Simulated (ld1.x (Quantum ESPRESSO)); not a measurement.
**Building the TM potential for tungsten (W) (Wu–Cohen, fully relativistic).**

ld1.x (Quantum ESPRESSO) 7.5 was run on this input:

```
&input
   title='W', zed=74., rel=2, dft='WC', iswitch=3,
   config='[Xe] 4f14 5d4 6s2 6p0', rel_dist='average',
   nld=5, rlderiv=4.05, eminld=-2.0, emaxld=5.0, deld=0.02
 /
 &inputp
   pseudotype=2, tm=.true., lloc=-1, rcloc=2.10,
   nlcc=.true., rcore=1.80,
   file_pseudopw='W.UPF', file_wfcaegen='ae.wfc', file_wfcncgen='nc.wfc', file_beta='beta', file_chi='chi'
 /
3
6S  1  0   2.00   0.00  2.35  2.35  0.0
6P  2  1   0.00   0.00  3.75  3.75  0.0
5D  3  2   4.00   0.00  2.25  2.25  0.0
 &test
   configts(1)='5d4 6s2 6p0'
 /
```

Command:

```bash
ld1.x < W.in > W.out
```

Output (shortened: banner, matrices, multipoles, cross overlaps and the repeated all-electron block are left out):

```
Program LD1 v.7.5
     --------------------------- All-electron run ----------------------------

     W
     dirac relativistic calculation

     atomic number is 74.00
     dft =WC   lsd =0 sic =0 latt =0  beta=0.20 tr2=1.0E-14
     Exchange-correlation= WC
                           (   1   4  11   4   0   0   0)
     mesh =1273 r(mesh) =  99.08072 a.u. xmin = -7.00 dx = 0.01250
     1 Ry =  13.60569312 eV, c = 137.03599908

     n l j   nl                  e(Ry)          e(Ha)          e(eV)
     Spin orbit split results
     1 0 0.5 1S 1( 2.00)     -5100.3473     -2550.1737    -69393.7605
     2 0 0.5 2S 1( 2.00)      -879.6821      -439.8411    -11968.6854
     2 1 0.5 2P 1( 2.00)      -841.2420      -420.6210    -11445.6799
     2 1 1.5 2P 1( 4.00)      -741.7976      -370.8988    -10092.6699
     3 0 0.5 3S 1( 2.00)      -202.5685      -101.2842     -2756.0843
     3 1 0.5 3P 1( 2.00)      -185.4484       -92.7242     -2523.1534
     3 1 1.5 3P 1( 4.00)      -163.9467       -81.9734     -2230.6090
     4 0 0.5 4S 1( 2.00)       -41.7732       -20.8866      -568.3530
     4 1 0.5 4P 1( 2.00)       -34.6744       -17.3372      -471.7698
     4 1 1.5 4P 1( 4.00)       -29.6877       -14.8439      -403.9222
     3 2 1.5 3D 1( 4.00)      -135.1107       -67.5554     -1838.2749
     3 2 2.5 3D 1( 6.00)      -130.4353       -65.2177     -1774.6627
     5 0 0.5 5S 1( 2.00)        -5.7994        -2.8997       -78.9052
     5 1 0.5 5P 1( 2.00)        -3.6969        -1.8485       -50.2995
     5 1 1.5 5P 1( 4.00)        -2.9731        -1.4866       -40.4516
     4 2 1.5 4D 1( 4.00)       -18.0285        -9.0143      -245.2903
     4 2 2.5 4D 1( 6.00)       -17.1100        -8.5550      -232.7932
     4 3 2.5 4F 1( 6.00)        -2.5260        -1.2630       -34.3679
     4 3 3.5 4F 1( 8.00)        -2.3615        -1.1807       -32.1297
     5 2 1.5 5D 1( 1.60)        -0.3645        -0.1822        -4.9590
     5 2 2.5 5D 1( 2.40)        -0.3110        -0.1555        -4.2307
     6 0 0.5 6S 1( 2.00)        -0.4236        -0.2118        -5.7628
     6 1 0.5 6P 1( 0.00)        -0.1244        -0.0622        -1.6923
     6 1 1.5 6P 1( 0.00)        -0.0875        -0.0437        -1.1904
     Averaged results
     1 0     1S 1( 2.00)     -5100.3473     -2550.1737    -69393.7605
     2 0     2S 1( 2.00)      -879.6821      -439.8411    -11968.6854
     2 1     2P 1( 6.00)      -774.9457      -387.4728    -10543.6733
     3 0     3S 1( 2.00)      -202.5685      -101.2842     -2756.0843
     3 1     3P 1( 6.00)      -171.1139       -85.5570     -2328.1238
     4 0     4S 1( 2.00)       -41.7732       -20.8866      -568.3530
     4 1     4P 1( 6.00)       -31.3500       -15.6750      -426.5381
     3 2     3D 1(10.00)      -132.3055       -66.1527     -1800.1076
     5 0     5S 1( 2.00)        -5.7994        -2.8997       -78.9052
     5 1     5P 1( 6.00)        -3.2144        -1.6072       -43.7343
     4 2     4D 1(10.00)       -17.4774        -8.7387      -237.7920
     4 3     4F 1(14.00)        -2.4320        -1.2160       -33.0890
     5 2     5D 1( 4.00)        -0.3324        -0.1662        -4.5220
     6 0     6S 1( 2.00)        -0.4236        -0.2118        -5.7628
     6 1     6P 1( 0.00)        -0.0998        -0.0499        -1.3577

     final scf error:  1.7E-15 reached in  33 iterations

     Etot =  -32329.474693 Ry,  -16164.737346 Ha, -439864.911495 eV

     Ekin =   36432.599966 Ry,   18216.299983 Ha,  495690.774814 eV
     Encl =  -80767.716138 Ry,  -40383.858069 Ha,-1098900.760025 eV
     Eh   =   12653.503635 Ry,    6326.751817 Ha,  172159.687382 eV
     Exc  =    -647.862155 Ry,    -323.931077 Ha,   -8814.613666 eV

     normalization and overlap integrals

     s(1S/1S) =  1.000000  <r> =   0.0183  <r2> =    0.0005  r(max) =   0.0115
     s(2S/2S) =  1.000000  <r> =   0.0769  <r2> =    0.0071  r(max) =   0.0661
     s(2P/2P) =  1.000000  <r> =   0.0637  <r2> =    0.0050  r(max) =   0.0496
     s(2P/2P) =  1.000000  <r> =   0.0716  <r2> =    0.0062  r(max) =   0.0555
     s(3S/3S) =  1.000000  <r> =   0.2006  <r2> =    0.0461  r(max) =   0.1865
     s(3P/3P) =  1.000000  <r> =   0.1906  <r2> =    0.0423  r(max) =   0.1731
     s(3P/3P) =  1.000000  <r> =   0.2053  <r2> =    0.0489  r(max) =   0.1865
     s(4S/4S) =  1.000000  <r> =   0.4494  <r2> =    0.2283  r(max) =   0.4204
     s(4P/4P) =  1.000000  <r> =   0.4546  <r2> =    0.2355  r(max) =   0.4204
     s(4P/4P) =  1.000000  <r> =   0.4879  <r2> =    0.2710  r(max) =   0.4531
     s(3D/3D) =  1.000000  <r> =   0.1797  <r2> =    0.0379  r(max) =   0.1471
     s(3D/3D) =  1.000000  <r> =   0.1842  <r2> =    0.0397  r(max) =   0.1508
     s(5S/5S) =  1.000000  <r> =   1.0677  <r2> =    1.2817  r(max) =   0.9593
     s(5P/5P) =  1.000000  <r> =   1.1772  <r2> =    1.5719  r(max) =   1.0340
     s(5P/5P) =  1.000000  <r> =   1.2824  <r2> =    1.8682  r(max) =   1.1145
     s(4D/4D) =  1.000000  <r> =   0.5048  <r2> =    0.2956  r(max) =   0.4475
     s(4D/4D) =  1.000000  <r> =   0.5162  <r2> =    0.3090  r(max) =   0.4588
     s(4F/4F) =  1.000000  <r> =   0.6030  <r2> =    0.4567  r(max) =   0.4257
     s(4F/4F) =  1.000000  <r> =   0.6127  <r2> =    0.4725  r(max) =   0.4310
     s(5D/5D) =  1.000000  <r> =   2.0168  <r2> =    4.9655  r(max) =   1.4673
     s(5D/5D) =  1.000000  <r> =   2.1146  <r2> =    5.4886  r(max) =   1.5234
     s(6S/6S) =  1.000000  <r> =   3.1544  <r2> =   11.3593  r(max) =   2.6404
     s(6P/6P) =  1.000000  <r> =   4.3917  <r2> =   22.7122  r(max) =   3.4330
     s(6P/6P) =  1.000000  <r> =   4.9702  <r2> =   29.2265  r(max) =   3.7941

     ------------------------ End of All-electron run ------------------------

     --------------------- Generating NC pseudopotential ---------------------

      Generating local potential from pseudized AE potential:
      Matching radius rcloc =   2.1000

      Local pseudo, rcloc= 2.108 Estimated cut-off energy=     5.63 Ry

      Computing core charge for nlcc:

       r > 1.81 : true rho core
       r < 1.81 : rho core = a sin(br)/r    a=   3.15  b=   1.50

      Integrated core pseudo-charge :   4.83

     Fully relativistic calculation: |psi|^2

     Wfc 6S LC norm =  0.99995145 SC norm =  0.00004786 missing  0.00000069

     Wfc 6P LC norm =  0.99997597 SC norm =  0.00002395 missing  0.00000008

     Wfc 6P LC norm =  0.99998129 SC norm =  0.00001691 missing  0.00000180

     Wfc 5D LC norm =  0.99987297 SC norm =  0.00012702 missing  0.00000001

     Wfc 5D LC norm =  0.99988362 SC norm =  0.00011598 missing  0.00000040

      Wfc   6S  rcut= 2.330  Using Troullier-Martins method

      Wfc   6P  rcut= 3.747  Using Troullier-Martins method

      Wfc   6P  rcut= 3.747  Using Troullier-Martins method

      Wfc   5D  rcut= 2.273  Using Troullier-Martins method

      Wfc   5D  rcut= 2.273  Using Troullier-Martins method

     ------------------- End of pseudopotential generation -------------------

     Computing logarithmic derivative in   4.06415
     Computing logarithmic derivative in   4.06415
     Computing the partial wave expansion
     R is outside the sphere for l=    0 j= 0.50
     R is outside the sphere for l=    1 j= 0.50
     R is outside the sphere for l=    1 j= 1.50
     R is outside the sphere for l=    2 j= 1.50
     R is outside the sphere for l=    2 j= 2.50

     ---------------------- Testing the pseudopotential ----------------------

     W
     dirac relativistic calculation

     atomic number is 74.00   valence charge is  6.00
     dft =WC   lsd =0 sic =0 latt =0  beta=0.20 tr2=1.0E-14
     mesh =1273 r(mesh) =  99.08072 xmin = -7.00 dx = 0.01250

     n l  j  nl             e AE (Ry)       e PS (Ry)    De AE-PS (Ry)
     3 2 1.5 5D   1( 1.60)       -0.36448       -0.36448       -0.00000
     3 2 2.5 5D   1( 2.40)       -0.31095       -0.31096        0.00000
     1 0 0.5 6S   1( 2.00)       -0.42356       -0.42356        0.00000
     2 1 0.5 6P   1( 0.00)       -0.12438       -0.12438       -0.00000
     2 1 1.5 6P   1( 0.00)       -0.08749       -0.08749        0.00000

     eps = 7.4E-15  iter =  8

     Etot =  -32329.474693 Ry,  -16164.737346 Ha, -439864.911495 eV
     Etotps =   -19.375239 Ry,      -9.687619 Ha,    -263.613551 eV

     Ekin =      12.928067 Ry,       6.464034 Ha,     175.895315 eV
     Encl =     -36.037596 Ry,     -18.018798 Ha,    -490.316475 eV
     Ehrt =      13.454926 Ry,       6.727463 Ha,     183.063595 eV
     Ecxc =      -8.988430 Ry,      -4.494215 Ha,    -122.293822 eV
     (Ecc =      -4.366168 Ry,      -2.183084 Ha,     -59.404736 eV)
     Epseu=      -0.732206 Ry,      -0.366103 Ha,      -9.962164 eV

     ---------------------- End of pseudopotential test ----------------------
```

Note: ghost state, extra bound levels that the all-electron valence spectrum of the same l lacks: s at -30.1 eV. A true bound ghost makes a file unfit for plane-wave use.

Generation and configuration tests took about 1.8 s on one core of a shared server CPU.
